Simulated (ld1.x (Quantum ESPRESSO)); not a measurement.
**Which change was made? (Ni, TM)**

Ni, norm-conserving Troullier–Martins (Kleinman–Bylander form), made with ld1.x (Quantum ESPRESSO) 7.5 (PBEsol, scalar-relativistic). Core [Ne], reference 3s2 3p6 3d8 4s1 4p0 (charge +1). Waves: 3s (bound): rc 1.00 bohr; 3p (bound): rc 0.90 bohr; 3d (bound): rc 1.55 bohr. Local part: the d channel. Core correction: none.

Occupied shells without a wave of their own: 4s. They enter only through the test configuration that unscreens the potential.

Cutoffs, loose and tight: the cutoffs (Ry, on a coarse ladder) from which the occupation-weighted sum of valence levels, in a spherical-Bessel basis at the reference potential, stays within 10 and 1 mRy of its value at 400 Ry. They do not see the model core or the augmentation charge, which bear on the density cutoff. Test errors are all-electron minus pseudo excitation energies from the reference, over the configurations 3s2 3p6 3d8 4s2 4p0; 3s2 3p6 3d8 4s0 4p0; 3s2 3p6 3d7 4s0 4p0; 3s2 3p6 3d9 4s0 4p0; 3s1 3p6 3d8 4s2 4p0; 3s2 3p6 3d8 4s0 4p1; 3s2 3p5 3d8 4s2 4p0; variants that change the core or the reference have their own tests.

The base gives: outcome: generated; cutoff, loose: 160 Ry; cutoff, tight: 260 Ry; bound ghosts: none; largest test error (meV): -295.

After one change the result is: outcome: generated, misses its reference levels by 0.49 eV; cutoff, loose: 200 Ry; cutoff, tight: over 300 Ry; bound ghosts: none; largest test error (meV): -712. Which change was it?
A. wave 3s (bound): rc 1.00 bohr becomes 3s (bound): rc 1.26 bohr
B. wave 3s (bound): rc 1.00 bohr becomes 3s (bound): rc 0.96 bohr
C. wave 3s (bound): rc 1.00 bohr becomes 3s (bound): rc 1.40 bohr
D. wave 3s (bound): rc 1.00 bohr becomes 3s (bound): rc 0.72 bohr
E. wave 3s (bound): rc 1.00 bohr becomes 3s (bound): rc 0.84 bohr

E. The others give: wave 3s (bound): rc 1.00 bohr becomes 3s (bound): rc 0.72 bohr → outcome: generated, misses its reference levels by 0.61 eV; cutoff, loose: 260 Ry; cutoff, tight: over 300 Ry; bound ghosts: none; largest test error (meV): -915 | wave 3s (bound): rc 1.00 bohr becomes 3s (bound): rc 0.96 bohr → outcome: generated, misses its reference levels by 0.21 eV; cutoff, loose: 160 Ry; cutoff, tight: 260 Ry; bound ghosts: none; largest test error (meV): +262 | wave 3s (bound): rc 1.00 bohr becomes 3s (bound): rc 1.40 bohr → outcome: generated, misses its reference levels by 1.52 eV; cutoff, loose: 140 Ry; cutoff, tight: 200 Ry; bound ghosts: none; largest test error (meV): -3886 | wave 3s (bound): rc 1.00 bohr becomes 3s (bound): rc 1.26 bohr → outcome: generated, misses its reference levels by 0.96 eV; cutoff, loose: 140 Ry; cutoff, tight: 200 Ry; bound ghosts: none; largest test error (meV): -2627.
